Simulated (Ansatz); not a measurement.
Molecule: ZnO$_{2}$H$_{2}$ (charge +1, doublet). SMILES of the parent species: [OH][Zn][OH]

Atoms: Zn1, O2, H3, O4, H5. Bonds: Zn1-O2, Zn1-O4, O2-H3, O4-H5.

Bond lengths (Å) and angles (degrees) optimised at HF/STO-3G with Ansatz (a quantum-chemistry and plane-wave program); HF/3-21G with Ansatz; PBE/6-31G* with LANL2DZ past Ar with Ansatz; B3LYP/LANL2DZ with Ansatz; B3LYP/6-31G* with LANL2DZ past Ar with Ansatz; MP2/6-31G* with LANL2DZ past Ar with Ansatz, each started from the B3LYP-D3(BJ)/def2-TZVP structure (Ansatz) of the last column. A row stands for all coordinates that are equal there. 6-31G* holds six Cartesian d functions. No wavenumbers were computed at HF/STO-3G, PBE/6-31G* with LANL2DZ past Ar, B3LYP/LANL2DZ, MP2/6-31G* with LANL2DZ past Ar, so these may be saddle points.

```csv
coordinate,HF/STO-3G,HF/3-21G,PBE/6-31G* with LANL2DZ past Ar,B3LYP/LANL2DZ,B3LYP/6-31G* with LANL2DZ past Ar,MP2/6-31G* with LANL2DZ past Ar,B3LYP-D3(BJ)/def2-TZVP
Zn1-O2,1.490,1.674 to 1.875,1.862,1.811,1.840,1.742 to 2.011,1.787
O2-H3,0.961,0.954 to 0.985,0.988,0.979,0.979,0.974 to 0.992,0.975
O2-Zn1-O4,157.2,155.2,169.1,171.5,170.7,170.1,171.3
Zn1-O2-H3,150.9,150.7 to 178.6,121.6,154.0,124.9,120.5 to 129.3,122.6
```

A range marks coordinates that this level makes unequal.

Mean signed difference of all 4 bond lengths from B3LYP-D3(BJ)/def2-TZVP: HF/STO-3G -0.155 Å, HF/3-21G -0.009 Å, PBE/6-31G* with LANL2DZ past Ar 0.044 Å, B3LYP/LANL2DZ 0.015 Å, B3LYP/6-31G* with LANL2DZ past Ar 0.029 Å, MP2/6-31G* with LANL2DZ past Ar 0.049 Å.
